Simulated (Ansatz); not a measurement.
The cation of FH₃SSn (`[F][SnH2][SH]`) at the neutral geometry.

```yaml
crystal:
  periodic: [false, false, false]
  atoms:
    - {symbol: F, position_ang: [-1.940320, 0.027310, 0.559620]}
    - {symbol: Sn, position_ang: [-0.320129, -0.028486, -0.476055]}
    - {symbol: S, position_ang: [1.406187, -0.837051, 0.948616]}
    - {symbol: H, position_ang: [-0.609935, -1.170169, -1.696910]}
    - {symbol: H, position_ang: [-0.071652, 1.590279, -0.927441]}
    - {symbol: H, position_ang: [1.577849, 0.354116, 1.545969]}
basis:
  gaussian: {orbitals: def2-TZVPP}
total_charge: 1
magnetization: {spin_polarized: true, initial_magnetization: 1}
correlation: {method: ccsd_t}
scf: {omitted_lower_state_checks: [cluster_reference]}
```

```sh
$ ansatz run in.yaml --threads 2 --pin off --events-out ev --progress --plain --max-ram 22528MiB --backend cuda --devices 0, --max-vram 18GiB
```

Output, abridged:

```
Functional definition: HF
1137 factors; integrals over basis functions are off by at most 9.8e-4 eV
mean field evaluation 1: about -19363.5418 eV, gradient 4.1e1 eV
mean field evaluation 2: about -19363.5494 eV, gradient 4.1e1 eV
mean field evaluation 4: about -19369.8831 eV, gradient 3.1e0 eV
mean field evaluation 8: about -19370.0814 eV, gradient 3.1e-1 eV
mean field evaluation 16: about -19370.0929 eV, gradient 3.1e-6 eV
mean field -19370.09287425 eV, -711.8377836082 hartree, gradient 3.1e-6 eV, S^2 0.764767; 3 other end points of the search recorded, 0 dependent functions left out
10 core orbitals not correlated: weight in the atoms' cores, before any rotation towards them, 1.000 or more for the frozen orbitals, at most 0.000 for the correlated occupied ones
reference -19370.09287425 eV, -711.8377836082 hartree; 15, 14 occupied and 140, 141 virtual orbitals, 1137 factors
second order -19.52669925 eV of doubles, -0.00000000 eV of singles
cycle   1  -19.58271740 eV  change   -5.6e-2 eV  update   1.1e-1
cycle   2  -20.07455585 eV  change   -4.9e-1 eV  update   3.9e-2
cycle   3  -20.22795186 eV  change   -1.5e-1 eV  update   2.4e-2
cycle   4  -20.22872627 eV  change   -7.7e-4 eV  update   7.3e-3
cycle   5  -20.22427263 eV  change    4.5e-3 eV  update   4.8e-3
cycle   6  -20.22501694 eV  change   -7.4e-4 eV  update   2.5e-3
cycle   7  -20.22592337 eV  change   -9.1e-4 eV  update   1.6e-3
cycle   8  -20.22573542 eV  change    1.9e-4 eV  update   6.7e-4
cycle   9  -20.22586768 eV  change   -1.3e-4 eV  update   4.1e-4
cycle  10  -20.22604612 eV  change   -1.8e-4 eV  update   2.8e-4
cycle  11  -20.22578418 eV  change    2.6e-4 eV  update   2.2e-4
cycle  12  -20.22584266 eV  change   -5.8e-5 eV  update   1.6e-4
cycle  13  -20.22583493 eV  change    7.7e-6 eV  update   9.4e-5
cycle  14  -20.22587612 eV  change   -4.1e-5 eV  update   6.3e-5
cycle  15  -20.22592984 eV  change   -5.4e-5 eV  update   4.4e-5
cycle  16  -20.22593163 eV  change   -1.8e-6 eV  update   3.0e-5
perturbative correction -0.63439730 eV, -0.0233136708 hartree
Total energy: -19390.95320318 eV, -712.6043865567 hartree
Checks for a lower state left out: cluster_reference
```

It took 16 s on 2 threads of an AMD EPYC 7R13 on a shared host and a share of an NVIDIA H100 80 GB, with 1 GiB of host memory at the peak.
